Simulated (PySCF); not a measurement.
Excitation energies in several basis sets

C₅H₃F₃.
SMILES: `FC1=CC(F)(F)C=C1`

TDDFT with PBE0 (PySCF), vertical singlets, core orbitals frozen in the response, spherical d and f functions. Geometry: PBE0-D3(BJ)/def2-SVP; no solvent, vibrations or thermal averaging.

```tsv
basis	functions	diffuse	S1 (eV)	S2 (eV)	S3 (eV)	S4 (eV)	S5 (eV)	LUMO (eV)	α (au)
6-31G*	118	no	4.39	6.07	6.92	7.38	8.04	-1.53	45.5
def2-SVP	127	no	4.38	6.06	6.89	7.34	7.82	-1.87	46.7
6-31+G*	150	yes	4.27	6.14	6.59	6.81	6.86	-2.01	54.1
def2-SVPD	193	yes	4.29	6.15	6.81	7.04	7.26	-2.07	56.1
aug-cc-pVDZ	211	yes	4.25	6.09	6.23	6.64	6.76	-2.00	57.2
def2-TZVP	266	no	4.26	6.08	6.82	7.32	7.45	-1.95	53.8
```

Question: Compare the sets with the largest diffuse one.

Answer: States are compared by their number. Against the largest diffuse basis here (aug-cc-pVDZ, itself not a converged limit), sets without diffuse functions differ by up to 0.15 eV in S1 and 1.28 eV in S5; the smaller diffuse sets differ by up to 0.05 and 0.50 eV. State by state, the largest deviation of a set without diffuse functions is S1 0.15, S2 0.04, S3 0.69, S4 0.74, S5 1.28 eV. The same number needn't mean the same state in each row. Against aug-cc-pVDZ the polarisability deviates by -21% in 6-31G*, -18% in def2-SVP, -5% in 6-31+G*, -2% in def2-SVPD, -6% in def2-TZVP. A single + in a Pople set puts diffuse functions on heavy atoms only.
